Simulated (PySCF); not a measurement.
What PySCF settings do for LiBe

Base input, run as `python input.py` with PySCF 2.14:

```python
from pyscf import gto, scf, cc

mol = gto.M(
    atom='Li 0 0 0; Be 0 0 2.357',
    basis='def2-svpd',
    charge=0,
    spin=3,
    verbose=4,
)
mf = scf.UHF(mol)
mf.kernel()
mycc = cc.CCSD(mf)
mycc.kernel()
mycc.ccsd_t()
mf.dip_moment()
print('orbital energies (hartree):', [e[max(0, n-3):n+3].round(4) for e, n in zip(mf.mo_energy, mol.nelec)])
```

Base result: E(SCF) = -21.929647 Eh, 12 cycles, E(CCSD) − E(SCF) = -0.01213 Eh, (T) = -0.00011 Eh, ⟨S²⟩ = 3.750, μz(SCF) = -6.81 D. At this level a UHF run with spin=1 ends 1.40 eV lower; the true order of the states can differ. The bond length is a typed value, not an optimised one. No search for the lowest solution was made.

Wall time 1.2 s on one thread of a shared host.

Each row names what differs from the base; energies in brackets are changes from the base.

```tsv
change	result
spin (2S): 3 → 1	E(SCF) = -21.981171 Eh (-1.4020 eV), 14 cycles, E(CCSD) − E(SCF) = -0.04254 Eh, (T) = -0.00072 Eh, ⟨S²⟩ = 0.818, μz(SCF) = -3.97 D
geometry: bond 2.357 → bond 25 [unsound on purpose]	E(SCF) = -21.922308 Eh (+0.1997 eV), 13 cycles, E(CCSD) − E(SCF) = -0.00480 Eh, (T) = 0.00000 Eh, ⟨S²⟩ = 3.750, μz(SCF) = 0.00 D
geometry: bond 2.357 → bond 0.5 [unsound on purpose]	E(SCF) = -19.724559 Eh (+60.0035 eV), 7 cycles, E(CCSD) − E(SCF) = -0.01502 Eh, (T) = -0.00008 Eh, ⟨S²⟩ = 3.750, μz(SCF) = -1.41 D
functional: none (Hartree–Fock) → pbe0; SCF type: UHF → UKS; step after the SCF: ccsd(t) → analyze	E(SCF) = -22.016542 Eh, 9 cycles, ⟨S²⟩ = 3.750, μz(SCF) = -5.22 D
basis set: def2-svpd → cc-pvtz-f13 [unsound on purpose]	stops with BasisNotFoundError (cc-pvtz-f13)
functional: none (Hartree–Fock) → x3lyp; SCF type: UHF → UKS; step after the SCF: ccsd(t) → analyze	E(SCF) = -22.045766 Eh, 8 cycles, ⟨S²⟩ = 3.750, μz(SCF) = -4.83 D
DIIS space: default → 12	E(SCF) = -21.929647 Eh (+0.0000 eV), 11 cycles, E(CCSD) − E(SCF) = -0.01213 Eh, (T) = -0.00011 Eh, ⟨S²⟩ = 3.750, μz(SCF) = -6.81 D
functional: none (Hartree–Fock) → mn15; SCF type: UHF → UKS; step after the SCF: ccsd(t) → analyze	E(SCF) = -22.032498 Eh, 10 cycles, ⟨S²⟩ = 3.750, μz(SCF) = -4.85 D
basis set: def2-svpd → crenbl; core potential: off → on	E(SCF) = -1.103029 Eh, 12 cycles, E(CCSD) − E(SCF) = -0.00899 Eh, (T) = -0.00011 Eh, ⟨S²⟩ = 3.750, μz(SCF) = -6.48 D
functional: none (Hartree–Fock) → lc_wpbe; SCF type: UHF → UKS; step after the SCF: ccsd(t) → analyze	E(SCF) = -22.022342 Eh, 11 cycles, ⟨S²⟩ = 3.750, μz(SCF) = -6.58 D
basis set: def2-svpd → x2c-tzvpall; spin-free X2C: off → on	E(SCF) = -21.954839 Eh, 12 cycles, E(CCSD) − E(SCF) = -0.08065 Eh, (T) = -0.00022 Eh, ⟨S²⟩ = 3.750, μz(SCF) = -6.49 D
functional: none (Hartree–Fock) → hcth407; SCF type: UHF → UKS; step after the SCF: ccsd(t) → analyze	E(SCF) = -22.064825 Eh, 8 cycles, ⟨S²⟩ = 3.750, μz(SCF) = -4.73 D
spin (2S): 3 → 4 [unsound on purpose]	stops with RuntimeError (Electron number 7 and spin 4 are not consistent)
step after the SCF: ccsd(t) → mp2	E(SCF) = -21.929647 Eh (+0.0000 eV), 12 cycles, E(MP2) − E(SCF) = -0.00786 Eh, ⟨S²⟩ = 3.750, μz(SCF) = -6.81 D
SCF type: UHF → RHF [runs as restricted open-shell]	E(SCF) = -21.929645 Eh (+0.0001 eV), 12 cycles, E(CCSD) − E(SCF) = -0.01213 Eh, (T) = -0.00011 Eh, μz(SCF) = -6.81 D
smearing width (hartree): none → 0.05; step after the SCF: ccsd(t) → none [smearing does not keep the typed spin]	E(SCF) = -21.851527 Eh (+2.1258 eV), 11 cycles, μz(SCF) = -1.13 D
length unit: angstrom → bohr [unsound on purpose]	E(SCF) = -21.790928 Eh (+3.7748 eV), 8 cycles, E(CCSD) − E(SCF) = -0.01430 Eh, (T) = -0.00009 Eh, ⟨S²⟩ = 3.750, μz(SCF) = -2.34 D
step after the SCF: ccsd(t) → cisd	E(SCF) = -21.929647 Eh (+0.0000 eV), 12 cycles, E(CISD) − E(SCF) = -0.01207 Eh, ⟨S²⟩ = 3.750, μz(SCF) = -6.81 D
geometry: bond 2.357 → bond 2.946	E(SCF) = -21.927444 Eh (+0.0600 eV), 11 cycles, E(CCSD) − E(SCF) = -0.01353 Eh, (T) = -0.00014 Eh, ⟨S²⟩ = 3.750, μz(SCF) = -6.88 D
```
